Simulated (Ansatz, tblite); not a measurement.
Removing and adding an electron: the cluster WS4. Charge 0, multiplicity 1. Geometry: PBE-D4/def2-SVP. Ansatz, gas phase; energy differences of separate SCF runs; the oxidised species was run as a doublet alone; the reduced species was run as a doublet alone.

```tsv
atom	x (Å)	y (Å)	z (Å)
W1	0.162	-0.221	-0.380
S2	-0.778	-2.157	-0.402
S3	2.318	-0.365	-0.340
S4	-0.258	1.180	1.413
S5	-1.444	1.564	-0.290
```

In the def2 sets W takes a core potential; there is no spin–orbit coupling. The xTB rows come from tblite. The structure comes from a short search, and lower isomers may exist.

```json
{"level": "GFN1-xTB", "−HOMO (eV)": "10.76", "vertical IE (eV)": "13.82", "−LUMO (eV)": "9.65", "vertical EA (eV)": "6.72", "HOMO–LUMO gap (eV)": "1.11", "IE − EA (eV)": "7.10"}
{"level": "GFN2-xTB", "−HOMO (eV)": "11.22", "vertical IE (eV)": "13.72", "−LUMO (eV)": "11.02", "vertical EA (eV)": "8.46", "HOMO–LUMO gap (eV)": "0.20", "IE − EA (eV)": "5.26"}
{"level": "PBE-D4/def2-TZVPD", "−HOMO (eV)": "6.20", "vertical IE (eV)": "–", "−LUMO (eV)": "5.25", "vertical EA (eV)": "2.96", "HOMO–LUMO gap (eV)": "0.95", "IE − EA (eV)": "–"}
{"level": "r2SCAN-D4/def2-TZVP", "−HOMO (eV)": "6.37", "vertical IE (eV)": "8.77", "−LUMO (eV)": "5.24", "vertical EA (eV)": "–", "HOMO–LUMO gap (eV)": "1.13", "IE − EA (eV)": "–"}
```

Estimate the rows for PBE-D4/def2-TZVP, r2SCAN-D4/def2-TZVPD, PBE0-D4/def2-TZVP, PBE0-D4/def2-TZVPD.


| level | −HOMO (eV) | vertical IE (eV) | −LUMO (eV) | vertical EA (eV) | HOMO–LUMO gap (eV) | IE − EA (eV) |
| --- | --- | --- | --- | --- | --- | --- |
| PBE-D4/def2-TZVP | 6.17 | 8.67 | 5.22 | – | 0.95 | – |
| r2SCAN-D4/def2-TZVPD | 6.37 | – | 5.24 | 3.21 | 1.13 | – |
| PBE0-D4/def2-TZVP | 7.14 | 8.79 | 4.61 | – | 2.53 | – |
| PBE0-D4/def2-TZVPD | 7.15 | – | 4.62 | 3.33 | 2.53 | – |

Relaxing the oxidised species (PBE-D4/def2-SVP) changes its energy by -0.37 eV at PBE-D4/def2-TZVP, so the adiabatic ionisation energy to this nearest minimum is 8.30 eV. At PBE0-D4/def2-TZVP it is 8.33 eV.   Raw xTB energy differences between charge states are shifted by several eV; the methods need an empirical correction for them.
